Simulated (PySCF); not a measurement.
Level of theory: PBE-D3(BJ)/def2-TZVP // B3LYP-D3(BJ)/def2-SVP (PySCF). Gas-phase values, no solvent. Delta-SCF ions had no search for a lower state. 

Reference species (SMILES): `Cc1cc2cccc([SiH3])c2s1` (neutral, multiplicity 1).

```json
{
 "HOMO": "-5.45 eV",
 "vertical ionisation energy (Delta-SCF)": "7.75 eV"
}
```

Changed species: `c1(cc2c(cc1)sc(C)c2)[SiH3]`.

Question: What does the change do to the HOMO and vertical ionisation energy (Delta-SCF)?

Answer: the HOMO is nearly the same; the vertical ionisation energy (Delta-SCF) stays essentially unchanged.
